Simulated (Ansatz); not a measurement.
## Worked example: NaF + C2H7InO → NaOH + C2H6FIn

Species: NaF, singlet; C2H7InO `C[CH2][InH][OH]`, singlet; NaOH `[OH][Na]`, singlet; C2H6FIn `C[CH2][InH][F]`, singlet. The partners trade F for OH: Na–F and In–OH bonds give way to Na–OH and In–F.

Shapes, held fixed at every level: PBE0-D4/def2-TZVP. Flexible molecules stand in one conformer, not always the lowest. Programs: Ansatz 0.2.0. The zero-point and thermal change to 298 K, harmonic and unscaled (PBE0-D4/def2-TZVP), is -1.4 kJ/mol.

At CCSD(T)/def2-TZVPP; 1 Eh = 2625.50 kJ/mol:

```
species  energy (Eh)
    NaF  -261.818250
C2H7InO  -344.896165
   NaOH  -237.782673
C2H6FIn  -368.918688
```

Question: Work out ΔH(298 K) of the reaction at this level.

Answer: 
1. Products less reactants: (-237.782673) + (-368.918688) − [(-261.818250) + (-344.896165)] = 0.013054 Eh = +34.3 kJ/mol.
2. With the thermal change: +34.3 + (-1.4) = +32.9 kJ/mol.

Other levels give +25.1 (HF/def2-SVP) to +32.3 kJ/mol (SPW92/def2-TZVPP). No measured value is set beside it here. For atoms past krypton def2 sets carry core potentials with scalar relativity. Correlated rows may include outer-core shells of In, Na, which these sets cover unevenly.
